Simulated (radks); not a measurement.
Q: The table gives one normalised radial function P(r) = r R(r) (large component) of Si in [Ne] 3s2 3p2 (r in bohr). All-electron calculation, Dirac Kohn-Sham, PBE, spin-unpolarised, spherical densities, finite nucleus; open shells are shared between the two j in proportion to 2j + 1; Fermi nuclear charge, rms radius 3.1224 fm. Program: a radial shooting solver on a logarithmic mesh with Libxc functionals.

r	P
0.00458	0.0005
0.005206	0.0006
0.005916	0.0007
0.006724	0.0009
0.007582	0.0012
0.008617	0.0015
0.009793	0.0019
0.01104	0.0024
0.01255	0.0030
0.01426	0.0038
0.01621	0.0049
0.01828	0.0061
0.02077	0.0077
0.02361	0.0097
0.02662	0.0120
0.03026	0.0151
0.03439	0.0189
0.03908	0.0236
0.04407	0.0290
0.05008	0.0359
0.05692	0.0442
0.06418	0.0534
0.07295	0.0650
0.08291	0.0785
0.09423	0.0940
0.1062	0.1104
0.1207	0.1298
0.1372	0.1506
0.1547	0.1712
0.1759	0.1933
0.1999	0.2146
0.2272	0.2337
0.2561	0.2479
0.2911	0.2573
0.3309	0.2585
0.3731	0.2502
0.424	0.2295
0.4819	0.1952
0.5477	0.1465
0.6175	0.0877
0.7018	0.0123
0.7977	-0.0740
0.8994	-0.1620
1.022	-0.2591
1.162	-0.3546
1.32	-0.4437
1.489	-0.5167
1.692	-0.5771
1.923	-0.6142
2.168	-0.6246
2.464	-0.6094
2.801	-0.5691
3.183	-0.5088
3.589	-0.4400
4.079	-0.3609
4.636	-0.2826
5.228	-0.2149
5.941	-0.1523
6.753	-0.1015
7.675	-0.0630
8.653	-0.0375
9.835	-0.0198

Which n and l does it have? It may be an empty orbital.

A: n = 3, l = 1: the number of nodes gives n - l - 1 = 1, the rise at small r points to l (for j = l - 1/2 the large component starts outside the nucleus as r^gamma with gamma = sqrt(l^2 - (Z/c)^2) = 0.99 and the r^(l+1) term takes over further out; the orbital of l - 1 with the same j starts with the same power, but with a larger coefficient, and does not steepen), and the extent must fit the shell. The curve is that of 3p1/2; the two j differ most near the nucleus, where j = l - 1/2 has the larger amplitude, and in heavy atoms j = l - 1/2 is also the more compact. 3p1/2: eigenvalue -4.102 eV, 1 radial node at r = 0.715 bohr, <r> = 2.79 bohr, 90 % of the charge inside 4.44 bohr.
